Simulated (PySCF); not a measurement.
**Diatomic cations of S with group 13**

r²SCAN with double-zeta basis sets in PySCF, for the lowest determinant that a PBE0 search found; no spin–orbit coupling. De refers to high-spin ground-configuration atoms (the charge goes to the atom of lower measured ionisation energy or higher electron affinity, which is not always the lowest computed limit). A positive dipole points towards S; it is taken about the centre of mass and depends on that origin.

```
 M                   basis  charged atom  state (unpaired electrons)  Re (Å)  ωe (cm⁻¹)  De (eV)  μ (D)
Ga  cc-pVDZ-PP/cc-pV(D+d)Z           Ga+              triplet (π ↑↑)   2.905        156     0.73  -0.62
In               def2-SVPD           In+              triplet (π ↑↑)   3.121        132     0.57   0.32
Tl  cc-pVDZ-PP/cc-pV(D+d)Z           Tl+              triplet (π ↑↑)   3.191        121      n/a   0.91
```

The shortest bond is that of GaS⁺ (2.905 Å), the longest that of TlS⁺ (3.191 Å).

The rows differ in basis set, which adds steps of its own.

Down a group the atoms grow and get heavier, so bonds lengthen and wavenumbers fall; this series shows no clear exception.

Spin–orbit coupling is left out, which matters for elements this heavy, above all for dissociation energies. For an ion De counts to the pair picked by the measured ionisation energies or electron affinities, which need not be the lowest pair at this level. States were picked by a PBE0 search and need not be the measured ground states.
